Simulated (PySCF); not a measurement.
**Spin-rotation constants: `F/C=C1\CCC(=S)C1`, C6H7FS**

Geometry:
```json
{"atom": "F1", "x (Å)": "2.967", "y (Å)": "0.811", "z (Å)": "0.121"}
{"atom": "C2", "x (Å)": "2.147", "y (Å)": "-0.222", "z (Å)": "-0.161"}
{"atom": "C3", "x (Å)": "0.835", "y (Å)": "-0.080", "z (Å)": "-0.181"}
{"atom": "C4", "x (Å)": "0.079", "y (Å)": "1.187", "z (Å)": "0.109"}
{"atom": "C5", "x (Å)": "-1.304", "y (Å)": "0.712", "z (Å)": "0.562"}
{"atom": "C6", "x (Å)": "-1.464", "y (Å)": "-0.665", "z (Å)": "0.003"}
{"atom": "S7", "x (Å)": "-2.855", "y (Å)": "-1.487", "z (Å)": "-0.071"}
{"atom": "C8", "x (Å)": "-0.141", "y (Å)": "-1.182", "z (Å)": "-0.471"}
{"atom": "H9", "x (Å)": "2.692", "y (Å)": "-1.131", "z (Å)": "-0.364"}
{"atom": "H10", "x (Å)": "-0.003", "y (Å)": "1.777", "z (Å)": "-0.807"}
{"atom": "H11", "x (Å)": "0.586", "y (Å)": "1.799", "z (Å)": "0.854"}
{"atom": "H12", "x (Å)": "-2.116", "y (Å)": "1.369", "z (Å)": "0.251"}
{"atom": "H13", "x (Å)": "-1.351", "y (Å)": "0.641", "z (Å)": "1.654"}
{"atom": "H14", "x (Å)": "0.116", "y (Å)": "-2.122", "z (Å)": "0.022"}
{"atom": "H15", "x (Å)": "-0.193", "y (Å)": "-1.399", "z (Å)": "-1.543"}
```

Method used: GIAO HSE06/pcSseg-1 magnetisability, rotational g tensor and spin-rotation constants, non-relativistic, gas phase (PySCF). Geometry: GFN2-xTB.

(1) Give the nuclear spin-rotation constants along the inertial axes (H = +C I·J) beside the isotropic shieldings.

Answers

(1) Rotational constants 5.4319, 0.8303, 0.7355 GHz. A star marks the isotopologue with that one atom substituted, in its own axes.
| atom | isotope | Caa (kHz) | Cbb (kHz) | Ccc (kHz) | mean (kHz) | σ (ppm) |
| --- | --- | --- | --- | --- | --- | --- |
| F1 | 19F | 7.301 | 1.075 | 0.258 | 2.878 | 297.6 |
| H9 | 1H | -0.513 | 0.076 | -0.076 | -0.171 | 24.7 |
| H10 | 1H | -0.556 | -0.076 | 0.015 | -0.206 | 28.9 |
| H11 | 1H | -0.251 | -0.040 | -0.052 | -0.114 | 28.4 |
| H12 | 1H | -0.435 | -0.009 | -0.057 | -0.167 | 28.4 |
| H13 | 1H | -0.658 | -0.069 | 0.023 | -0.234 | 28.5 |
| H14 | 1H | -0.592 | -0.008 | -0.032 | -0.211 | 27.8 |
| H15 | 1H | -0.597 | -0.050 | 0.005 | -0.214 | 27.8 |
| C2 | 13C* | 1.774 | 0.378 | 0.189 | 0.780 | 32.7 |
| C3 | 13C* | 1.944 | 0.329 | 0.139 | 0.804 | 56.2 |
| C4 | 13C* | 0.881 | 0.123 | 0.128 | 0.377 | 155.6 |
| C5 | 13C* | 1.140 | 0.143 | 0.158 | 0.480 | 130.6 |
| C6 | 13C* | 3.590 | 0.637 | 0.157 | 1.461 | -97.3 |
| S7 | 33S* | 6.811 | 0.549 | 0.115 | 2.492 | -433.4 |
| C8 | 13C* | 0.982 | 0.174 | 0.151 | 0.436 | 131.4 |

For the geometry as given, no vibrational averaging.
